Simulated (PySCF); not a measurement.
NICS in isomers of C10H14.

NICS = −σ at a ghost point: NICS(0) at the centroid of the ring atoms, NICS(1) 1 Å to either side along the normal of their mean plane, zz for the tensor component along that normal. Level: GIAO PBE0/pcSseg-1 (PySCF, non-relativistic, gas phase) on the GFN2-xTB geometries, one conformer each. Atom numbers follow the mapped SMILES.

Problem. Order these rings by mean NICS(1)zz, lowest (most negative) first (ppm).
A. ring C2–C3–C4 in `[CH2:1]=[C:2]1[CH2:3][C@:4]1([C:5]#[C:6][CH3:7])[CH2:8][CH2:9][CH3:10]`
B. ring C4–C5–C6–C7 in `[CH2:1]=[CH:2][C@:3]1([CH:4]2[CH2:5][CH2:6][CH2:7]2)[CH2:8][C:9]1=[CH2:10]`
C. ring C4–C5–C6 in `[CH2:1]1[CH2:2][CH:3]1[C@@H:4]1[CH2:5][C@H:6]1[C@H:7]1[C@@H:8]2[CH2:9][C@H:10]12`
D. ring C6–C7–C8–C9–C10 in `[CH3:1][C:2]#[C:3][C@@H:4]1[CH2:5][C:6]12[CH2:7][CH2:8][CH2:9][CH2:10]2`
E. ring C3–C4–C5–C6–C7–C8 in `[CH3:1][CH2:2][c:3]1[cH:4][cH:5][cH:6][cH:7][c:8]1[CH2:9][CH3:10]`
F. ring C6–C7–C8–C9–C10 in `[CH3:1][C:2]([CH3:3])([CH3:4])[CH:5]=[C:6]1[CH:7]=[CH:8][CH:9]=[CH:10]1`

Solution. E (-27.6), C (-23.2), A (-18.5), F (-5.0), D (-2.5), B (4.0).

```tsv
SMILES	ring	NICS(0)	NICS(1)	NICS(1)zz	HOMA	rms pucker (Å)	ring atoms with four or more neighbours
CCc1ccccc1CC	6-membered carbocycle; formal bonds all aromatic	-8.7	-11.2	-27.6	0.99	0.00	0
C1CC1[C@@H]1C[C@H]1[C@H]1[C@@H]2C[C@@H]21	3-membered carbocycle; formal bonds all single	-43.9	-9.1	-23.2	–	0.00	3
C=C1C[C@]1(C#CC)CCC	3-membered carbocycle; formal bonds all single	-30.9	-7.8	-18.5	–	0.00	2
CC(C)(C)C=C1C=CC=C1	5-membered carbocycle; formal bonds 2 double, 3 single	-0.1	-4.0	-5.0	0.03	0.00	0
CC#C[C@@H]1CC12CCCC2	5-membered carbocycle; formal bonds all single	-4.5	-3.1	-2.5	–	0.18	5
C=C[C@]1(C2CCC2)CC1=C	4-membered carbocycle; formal bonds all single	0.0	-0.4	4.0	–	0.08	4
```

NICS(0) gives another order. The isotropic NICS(1) gives the same order. HOMA uses Krygowski's 1993 parameters; it is left out where a ring has a four-coordinate atom, a triple bond, no multiple bond or a kind of bond without parameters. NICS(1) and NICS(1)zz are means over the two faces.
